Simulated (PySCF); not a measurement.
Working out the electron affinity of Sb

Sb⁻ [Kr] 4d10 5s2 5p4 (3P) → Sb [Kr] 4d10 5s2 5p3 (4S). Computed with PySCF 2.14 in def2-TZVPPD with the def2 core potential (28 electrons) (7s5p4d2f, 56 functions), with scalar relativity through the core potential. Frozen: nothing. Energies in hartree (1 hartree = 27.21139 eV):

| part | Sb⁻ (lower) | Sb (upper) |
| --- | --- | --- |
| UHF | -239.271158 | -239.277337 |
| MP2 opposite-spin | -0.238437 | -0.219792 |
| MP2 same-spin | -0.130255 | -0.126571 |

What does Hartree-Fock give?

(-239.277337) − (-239.271158) = -0.006179 hartree = -0.168 eV.

What do MP2 and SCS-MP2 (6/5 opposite-spin, 1/3 same-spin) give?

The opposite-spin parts differ by 0.507 eV and the same-spin parts by 0.100 eV. MP2: -0.168 + (0.507) + (0.100) = 0.439 eV. SCS-MP2: -0.168 + 1.2 × (0.507) + (0.100)/3 = 0.474 eV.

Reference: 1.047 eV (measured; photodetachment measurements, as compiled on the Wikipedia data page of electron affinities), between the lowest levels; spin-orbit coupling is absent from the calculation.

What remains against the reference includes basis incompleteness and correlation beyond second order.
